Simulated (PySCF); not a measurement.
Excitation energy of I⁺ by level of theory

I⁺ [Kr] 4d10 5s2 5p4 (3P) → I⁺ [Kr] 4d10 5s1 5p4 5d1 (high-spin determinant), as a difference of total energies. All numbers are calculated (PySCF 2.14, scalar relativity by spin-free X2C-1e, in aug-cc-pwCVTZ-DK3). Correlated levels: valence: [Kr] 4d10 frozen; valence and next inner shell: [Ar] 3d10 frozen. The calculations carry no spin-orbit coupling.

| method | excitation energy (cm⁻¹) |
| --- | --- |
| UHF | 161900 |
| LDA | 171990 |
| PBE | 168050 |
| PBE0 | 168390 |
| r2SCAN | 167410 |
| CAM-B3LYP | 172910 |
| M06-2X | 166790 |
| wB97M-V | 170510 |
| MP2 (valence) | 164450 |
| SCS-MP2 (valence) | 165570 |
| MP2 (valence and next inner shell) | 170020 |
| SCS-MP2 (valence and next inner shell) | 169810 |

A first-order spin-orbit estimate (lowest level to lowest level, LS coupling) adds 0.009 eV.

The upper state lies above the first ionisation limit, where it may autoionise and the basis confines it.

The promoted electron is Rydberg-like, and one or two diffuse shells describe it only roughly, which tends to raise the upper state.

The determinant of the upper state mixes LS terms, which raises its energy above the lowest term, most at the Hartree-Fock and MP2 levels.
